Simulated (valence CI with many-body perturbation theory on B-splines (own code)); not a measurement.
Results of a calculation; reference values are marked as such.
# Energy levels of As10+

Level of theory: relativistic CI+MBPT: five valence electrons over a frozen Dirac-Fock core [Ar], radial functions for each j: 7 s, 7 p, 8 d, 6 f, 4 g, 1 h, with the one-electron correlation potential Σ1, the two-electron term Σ2, the three-electron term Σ3, Breit, model QED; selected CI, second order for the rest, scaled by the run's own slope (own B-spline code, finite nucleus).

No measured spectrum was set against this ion. As an estimate, terms of the open shell hold to 2 to 4 % of their energy, and close levels can change places. Among the levels kept, up to 480 cm⁻¹ of a level comes from second order outside the variational space, and about a tenth of that is noise between levels of different J, which matters for small intervals. Only levels of the ground parity were solved; by the run's estimate the other parity begins above the list, which can be wrong where configurations are misplaced.

Levels 1 to 31 of 31, with energies above the lowest level, 3d⁵ ⁶S_5/2. "Leading %" is the weight of the configuration and term that name the level; weights of strongly mixed levels are sums over their largest components and can fall short, so below about 35 % the name and the second component can differ from the true leading terms, or belong to a minority configuration. In the jj column 3d3/2^4 stands for four electrons in 3d with j = 3/2.

```tsv
No.	Configuration	Term	J	E (cm⁻¹)	Leading %	g	Leading jj
1	3d⁵	⁶S	5/2	0.0	99	1.997	3d3/2^2 3d5/2^3 (42 %)
2	3d⁵	⁴G	5/2	61966	96	0.587	3d3/2^2 3d5/2^3 (36 %)
3	3d⁵	⁴G	11/2	62207	99	1.270	3d3/2^2 3d5/2^3 (49 %)
4	3d⁵	⁴G	7/2	62419	98	0.987	3d3/2^3 3d5/2^2 (40 %)
5	3d⁵	⁴G	9/2	62598	99	1.171	3d3/2^2 3d5/2^3 (65 %)
6	3d⁵	⁴P	5/2	67673	70	1.518	3d3/2^4 3d5/2 (39 %)
7	3d⁵	⁴P	3/2	68870	75	1.597	3d3/2^3 3d5/2^2 (58 %)
8	3d⁵	⁴P	1/2	70193	88	2.363	3d3/2^2 3d5/2^3 (53 %)
9	3d⁵	⁴D	7/2	75478	97	1.420	3d3/2^2 3d5/2^3 (59 %)
10	3d⁵	⁴D	1/2	77232	88	0.299	3d3/2^2 3d5/2^3 (79 %)
11	3d⁵	⁴D	5/2	78053	73	1.417	3d3/2^2 3d5/2^3 (32 %)
12	3d⁵	⁴D	3/2	78180	75	1.319	3d3/2 3d5/2^4 (49 %)
13	3d⁵	²I	11/2	89793	94	0.932	3d3/2^2 3d5/2^3 (50 %)
14	3d⁵	²I	13/2	90609	100	1.076	3d3/2^2 3d5/2^3 (100 %)
15	3d⁵	²D	5/2	95032	54	1.075	3d3/2^4 3d5/2 (28 %)
16	3d⁵	²D	3/2	97944	77	0.719	3d3/2^2 3d5/2^3 (62 %)
17	3d⁵	²F	7/2	100740	67	1.148	3d3/2^3 3d5/2^2 (49 %)
18	3d⁵	⁴F	9/2	102370	77	1.277	3d3/2^3 3d5/2^2 (51 %)
19	3d⁵	⁴F	5/2	103820	84	1.007	3d3/2^2 3d5/2^3 (72 %)
20	3d⁵	⁴F	7/2	104810	64	1.209	3d3/2 3d5/2^4 (64 %)
21	3d⁵	⁴F	3/2	106280	77	0.493	3d3/2 3d5/2^4 (52 %)
22	3d⁵	²H	9/2	108600	65	1.012	3d3/2^2 3d5/2^3 (81 %)
23	3d⁵	²F	5/2	109910	50	1.012	3d5/2^5 (53 %)
24	3d⁵	²H	11/2	112200	93	1.082	3d3/2 3d5/2^4 (73 %)
25	3d⁵	²G	7/2	112500	92	0.910	3d3/2^2 3d5/2^3 (76 %)
26	3d⁵	²G	9/2	115850	60	1.062	3d3/2 3d5/2^4 (68 %)
27	3d⁵	²F	5/2	119770	92	0.873	3d3/2^2 3d5/2^3 (57 %)
28	3d⁵	²F	7/2	120680	92	1.144	3d3/2 3d5/2^4 (45 %)
29	3d⁵	²S	1/2	130960	99	1.997	3d3/2^3 3d5/2^2 (40 %)
30	3d⁵	²D	3/2	146290	99	0.800	3d3/2^3 3d5/2^2 (35 %)
31	3d⁵	²D	5/2	147120	97	1.192	3d3/2 3d5/2^4 (39 %)
```

Names give the largest LS component (configuration and term), which can be under half, so a name can repeat, a term be missing and a line seem to break the LS rules; names also repeat where a configuration has a term twice.

The ionisation energy to 3d⁴ ⁵D0 of the next ion comes out as 294.98 eV (NIST: 296 ± 2.4 eV (theoretical)). All 31 levels together are meant to be complete up to 152720 cm⁻¹.
